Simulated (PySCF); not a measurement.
CH₁₃NSi₄, SMILES [SiH3]NC[SiH2][SiH2][SiH3].

Geometry: PBE-D3(BJ)/def2-SVP. The structure was generated by enumeration, and PubChem lists no compound with its InChIKey, so it may never have been made. The values are those of a single conformer.

Method: PySCF with PBE-D3(BJ)/def2-SVP.

Frequencies are harmonic and unscaled.

| mode | ν (cm⁻¹) | IR (km/mol) | moving atoms (share of kinetic energy) |
|---|---|---|---|
| 1 | 23 | 0.2 | Si 60 %, H 26 %, C 8 % |
| 2 | 39 | 0.5 | Si 49 %, H 27 %, C 17 % |
| 3 | 56 | 0.1 | Si 45 %, H 30 %, N 14 %, C 11 % |
| 4 | 65 | 0.1 | H 48 %, Si 44 % |
| 5 | 91 | 0.8 | H 69 %, Si 27 % |
| 6 | 97 | 0.0 | H 80 %, Si 17 % |
| 7 | 137 | 1.0 | Si 55 %, H 30 %, N 10 % |
| 8 | 218 | 2.4 | H 38 %, Si 31 %, N 21 %, C 11 % |
| 9 | 258 | 2.0 | H 37 %, N 36 %, C 17 %, Si 10 % |
| 10 | 314 | 9.1 | H 82 %, Si 11 % |
| 11 | 382 | 19.7 | H 54 %, Si 44 % |
| 12 | 387 | 15.0 | H 54 %, Si 42 % |
| 13 | 402 | 66.3 | H 81 %, N 10 % |
| 14 | 445 | 9.5 | Si 67 %, H 31 % |
| 15 | 472 | 6.6 | H 77 %, Si 21 % |
| 16 | 484 | 6.6 | H 78 %, Si 19 % |
| 17 | 587 | 9.0 | H 83 %, Si 14 % |
| 18 | 628 | 12.8 | H 54 %, Si 25 %, C 20 % |
| 19 | 665 | 15.4 | H 80 %, Si 12 % |
| 20 | 668 | 224.1 | H 83 %, Si 14 % |
| 21 | 672 | 88.8 | H 86 %, Si 10 % |
| 22 | 691 | 7.0 | H 44 %, C 30 %, Si 22 % |
| 23 | 756 | 101.0 | H 75 %, Si 12 %, N 9 % |
| 24 | 767 | 154.4 | H 53 %, N 16 %, Si 16 %, C 14 % |
| 25 | 835 | 178.0 | H 91 %, Si 9 % |
| 26 | 849 | 8.4 | H 64 %, C 16 %, N 13 % |
| 27 | 871 | 75.1 | H 91 % |
| 28 | 873 | 30.0 | H 94 % |
| 29 | 893 | 40.0 | H 95 % |
| 30 | 903 | 33.0 | H 98 % |
| 31 | 906 | 71.2 | H 97 % |
| 32 | 926 | 151.2 | H 93 % |
| 33 | 961 | 158.4 | H 94 % |
| 34 | 1115 | 87.5 | N 39 %, C 38 %, H 22 % |
| 35 | 1152 | 37.9 | H 88 %, N 10 % |
| 36 | 1215 | 3.7 | H 81 %, C 18 % |
| 37 | 1355 | 44.0 | H 76 %, N 18 % |
| 38 | 1389 | 9.3 | H 91 % |
| 39 | 2107 | 113.9 | H 97 % |
| 40 | 2131 | 69.7 | H 98 % |
| 41 | 2133 | 31.8 | H 97 % |
| 42 | 2144 | 27.2 | H 97 % |
| 43 | 2145 | 70.0 | H 98 % |
| 44 | 2151 | 84.8 | H 96 % |
| 45 | 2153 | 118.2 | H 98 % |
| 46 | 2160 | 132.7 | H 96 % |
| 47 | 2164 | 99.1 | H 96 % |
| 48 | 2178 | 122.7 | H 96 % |
| 49 | 2934 | 24.8 | H 94 % |
| 50 | 3005 | 4.0 | H 91 %, C 9 % |
| 51 | 3512 | 18.4 | H 93 % |
